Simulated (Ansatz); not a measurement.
Reaction (ligand exchange at the Si–O bond): `F[SiH]([SiH3])O[SiH3]` + `OC=S` → `F[SiH]([SiH3])OC=S` + silanol

Computed with Ansatz on PBE0-D4/def2-TZVP structures; ΔE is electronic, products minus reactants. CBS: MP2 limit from def2 TZ/QZ plus the TZ coupled-cluster correction, frozen cores. This one scheme is used for every species. Functionals use def2-TZVPP. One conformer a species, not always the lowest.

Is it downhill or uphill in electronic energy at CCSD(T)/CBS, and by how much? (Estimate.)

The calculation gave: Uphill: ΔE = +32.4 kJ/mol.

What do these levels give: BLYP, BHLYP, HF/def2-TZVPP, CCSD/def2-TZVPP, SCS-MP2/def2-QZVPP, MP2/CBS(def2)? (Best estimate.)

Computed: BLYP 32.7, BHLYP 36.3, HF/def2-TZVPP 40.0, CCSD/def2-TZVPP 33.3, SCS-MP2/def2-QZVPP 32.5, MP2/CBS(def2) 31.0 kJ/mol.

What do rigid-rotor, harmonic-oscillator terms from PBE0-D4/def2-TZVP frequencies (298.15 K, 1 bar) make of the CCSD(T)/CBS value? (Best estimate.)

Ansatz gave: ΔZPE = -4.0 kJ/mol, ΔH = +29.2 kJ/mol, ΔS = -6 J/(mol·K), ΔG = +30.9 kJ/mol. Modes under 50 cm⁻¹ make the entropy rough.

Largest T1 diagnostic among the species: 0.018.

From BLYP to BHLYP (50 % exact exchange), in def2-TZVPP and without D4, ΔE moves by +3.7 kJ/mol. Leaving LDA and LC-ωPBE aside and taking each functional with its dispersion term where it has one, the values, not all of them listed here, spread over 6.3 kJ/mol, from revPBE-D4 to BHLYP-D4.
